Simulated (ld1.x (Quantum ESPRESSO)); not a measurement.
# Which change was made? (Cu, TM)

Cu, norm-conserving Troullier–Martins (Kleinman–Bylander form), made with ld1.x (Quantum ESPRESSO) 7.5 (PBEsol, scalar-relativistic). Core [Ar], reference 3d9 4s2 4p0. Waves: 4p (bound, empty): rc 3.45 bohr; 3d (bound): rc 1.45 bohr; 4f channel at 0.05 Ry: rc 3.00 bohr; 4s (bound): rc 2.00 bohr. Local part: the s channel. Core correction: Bessel-smoothed model core inside 0.85 bohr.

Cutoffs, loose and tight: the cutoffs (Ry, on a coarse ladder) from which the occupation-weighted sum of valence levels, in a spherical-Bessel basis at the reference potential, stays within 10 and 1 mRy of its value at 400 Ry. They do not see the model core or the augmentation charge, which bear on the density cutoff. Test errors are all-electron minus pseudo excitation energies from the reference, over the configurations 3d10 4s1 4p0; 3d10 4s0 4p0; 3d9 4s0 4p0; 3d10 4s0 4p1; 3d10 4s0.5 4p0; 3d9 4s1 4p1; 3d7 4s0 4p0; variants that change the core or the reference have their own tests.

The base gives: outcome: generated; cutoff, loose: 140 Ry; cutoff, tight: 230 Ry; bound ghosts: none; largest test error (meV): -1878.

Question: After one change the result is: outcome: generated; cutoff, loose: 70 Ry; cutoff, tight: 120 Ry; bound ghosts: none; largest test error (meV): -271. Which change was it?
A. wave 3d (bound): rc 1.45 bohr becomes 3d (bound): rc 2.16 bohr
B. wave 3d (bound): rc 1.45 bohr becomes 3d (bound): rc 1.56 bohr
C. wave 3d (bound): rc 1.45 bohr becomes 3d (bound): rc 1.70 bohr

Answer: A. The others give: wave 3d (bound): rc 1.45 bohr becomes 3d (bound): rc 1.70 bohr → outcome: generated; cutoff, loose: 100 Ry; cutoff, tight: 180 Ry; bound ghosts: none; largest test error (meV): -1445 | wave 3d (bound): rc 1.45 bohr becomes 3d (bound): rc 1.56 bohr → outcome: generated; cutoff, loose: 120 Ry; cutoff, tight: 200 Ry; bound ghosts: none; largest test error (meV): -1758.
